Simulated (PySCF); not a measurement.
## How exact exchange moves a shielding

Molecule: SMILES [SiH3]CC=C=C=C, C$_{5}$H$_{8}$Si.

Numbering as in the mapped SMILES `[CH2:1]=[C:2]=[C:3]=[CH:4][CH2:5][SiH3:6]`. Hydrogens are named by the atom that carries them.

GIAO shieldings (ppm, equivalent atoms averaged) in PySCF 2.14 on the PBE0-D3(BJ)/def2-SVP geometry, basis pcSseg-1, gas phase, non-relativistic:

```csv
functional,exact exchange (%),σ(C1),σ(C5),σ(Si6)
BLYP,0,81.7,152.4,393.9
BP86,0,84.9,157.5,402.1
PBE,0,85.1,157.9,403.9
B3LYP,20,84.0,158.3,404.7
mPW1PW91,25,87.0,163.8,414.4
BHandHLYP,50,88.1,165.6,420.8
HF,100,97.2,176.1,449.7
```

Q: Fit each shielding as a line in the percentage of exact exchange.

A: σ(C1) = 83.3 + 0.13 x (rms 1.5 ppm); σ(C5) = 156.1 + 0.20 x (rms 2.1 ppm); σ(Si6) = 399.1 + 0.49 x (rms 3.7 ppm). The functionals also differ in their semilocal parts, which the line can't hold; Hartree–Fock has no correlation at all.

Q: What does the line predict for PBE0 (25 %), and what does the run give?

A: σ(C1): 86.5 predicted, 87.8 computed; σ(C5): 161.1 predicted, 164.7 computed; σ(Si6): 411.4 predicted, 416.8 computed ppm.
